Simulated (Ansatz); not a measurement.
`N[Si](N)F` radical. Charge 0, multiplicity 2.

```xyz
8

N     1.234    0.598    0.083
Si    0.178   -0.737   -0.106
N    -1.363   -0.212    0.387
F     0.329   -1.115   -1.665
H     2.104    0.614   -0.426
H     1.330    1.022    0.992
H    -2.093   -0.863    0.619
H    -1.719    0.693    0.117
```

(1) List the harmonic frequencies (cm⁻¹, unscaled) at PBE0-D4/def2-TZVP in Ansatz. (An estimate is asked.)

(2) Is this a minimum?

(3) Give the ideal-gas thermochemistry at 298.15 K and 1 bar (rigid rotor, harmonic oscillator; point group C1, symmetry number 1).

(4) And at 400, 500, 600, 800 and 1000 K?

(5) Rotational constants (cm⁻¹)?

## Answers

(1) Ansatz gave: 222, 227, 272, 333, 364, 402, 458, 757, 810, 819, 893, 938, 1562, 1576, 3585, 3600, 3698, 3705.

(2) Yes, all 18 modes are real.

(3) Zero-point energy 144.9 kJ/mol; H(298) − E = 163.0 kJ/mol; entropy 317.5 J/(mol·K), of which translation 163.4, rotation 104.8, vibration 43.6, electronic 5.8; G(298) − E = 68.4 kJ/mol.

(4) 
| T (K) | H − E (kJ/mol) | S (J/mol/K) | G − E (kJ/mol) |
| --- | --- | --- | --- |
| 400 | 173.3 | 347.0 | 34.5 |
| 500 | 184.5 | 372.0 | -1.5 |
| 600 | 196.6 | 394.1 | -39.8 |
| 800 | 222.7 | 431.4 | -122.5 |
| 1000 | 250.5 | 462.4 | -211.9 |

(5) 0.2427, 0.2104, 0.1249.
